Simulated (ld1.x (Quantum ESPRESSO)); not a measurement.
## Ti (Z = 22): one change to an RRKJ potential, before and after

| Quantity | Value |
| --- | --- |
| Element | titanium |
| Generator | ld1.x (Quantum ESPRESSO) 7.5 |
| Type | norm-conserving RRKJ (Kleinman–Bylander form) |
| Functional | LDA (PZ) |
| Relativity | scalar-relativistic |
| Frozen core | [Ne] |
| Valence charge | 12 |
| Reference configuration | 3s2 3p6 3d2 4s1.75 4p0.25 |
| Partial waves | 3p (bound): rc 1.65 bohr; 3d (bound): rc 1.30 bohr; 3s (bound): rc 1.15 bohr |
| Local potential | the s channel |
| Core correction | none |

Occupied shells without a wave of their own: 4p, 4s. They enter only through the test configuration that unscreens the potential.

Change: all radii scaled by about 1.36 (s 1.56, p 2.24, d 1.76 bohr).

Cutoffs: the cutoffs (Ry, on a coarse ladder) from which the occupation-weighted sum of valence levels, in a spherical-Bessel basis at the reference potential, stays within 10 and 1 mRy of its value at 400 Ry; they do not see the model core or the augmentation charge, which bear on the density cutoff. Errors are all-electron minus pseudo energies relative to the spin-unpolarised reference configuration.

Task: What does the change do?

Result: The potential gets softer (100 Ry and 160 Ry → 50 Ry and 80 Ry); the miss of the reference levels goes from 0.08 to 0.50 eV; of the 9 tests that both files solve, the error grows in 8 and shrinks in 0 by more than 15 % and 0.3 meV (median size 79.2 → 463.2 meV); neither file shows a bound ghost. A larger radius leaves more room for a smooth pseudo-wave, so fewer plane waves are needed. More of the atom is replaced by a form fitted at one configuration, so other configurations suffer.

```tsv
quantity	base	changed
cutoff, loose	100 Ry	50 Ry
cutoff, tight	160 Ry	80 Ry
loose cutoff by channel (10 mRy a level)	p 35 Ry, d 80 Ry, s 90 Ry	p 25 Ry, d 50 Ry, s 35 Ry
bound ghosts	none	none
largest miss of a reference level, eV	0.08	0.50
error for 3s2 3p6 3d2 4s2 4p0, meV [ΔE -0.77 eV]	+18	+135
error for 3s2 3p6 3d2 4s1 4p0, meV [ΔE 6.77 eV]	-84	-463
error for 3s2 3p6 3d2 4s0 4p0, meV [ΔE 20.57 eV]	-253	-1465
error for 3s2 3p5 3d2 4s2 4p0, meV [ΔE 44.74 eV]	+60	+475
error for 3s2 3p6 3d2 4s0 4p1, meV [ΔE 10.61 eV]	-188	-1306
error for 3s1 3p6 3d2 4s2 4p0, meV [ΔE 68.54 eV]	+40	+176
error for 3s2 3p6 3d3 4s0 4p0, meV [ΔE 6.79 eV]	-134	-822
error for 3s2 3p6 3d2 4s1.75 4p0.25 (spin-polarised), meV [ΔE -0.79 eV]	+66	+60
error for 3s2 3p6 3d2 4s2 4p0 (spin-polarised), meV [ΔE -1.44 eV]	+79	+187
```

Base: The 4p, 4s levels have no wave, so the channel is fitted at the deeper level alone: the likely source of the large errors. Changed file: The 4p, 4s levels have no wave, so the channel is fitted at the deeper level alone: the likely source of the large errors.
